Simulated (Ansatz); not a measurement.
A structure relaxed at PBE0-D4/def2-TZVP in Ansatz, charge 0, doublet:

Cartesian coordinates in Å:
```
Al -1.264 -0.102 -0.644
Al -0.875 0.108 1.872
Al 1.013 -0.097 -1.801
Si 1.125 0.090 0.573
```

Problem. Give its formula and point group.

Solution. the cluster Al3Si (the lowest doublet isomer of a short search). Point group C2v (tolerance 0.1 Å).

Problem. Summarise the bond lengths by kind (pairs closer than 1.2 times the sum of covalent radii, bridged metal pairs left out).

Solution. 3 × Al–Si 2.38 to 2.69 Å; 2 × Al–Al 2.55 Å.

The structure comes from a short search, and lower isomers may exist.
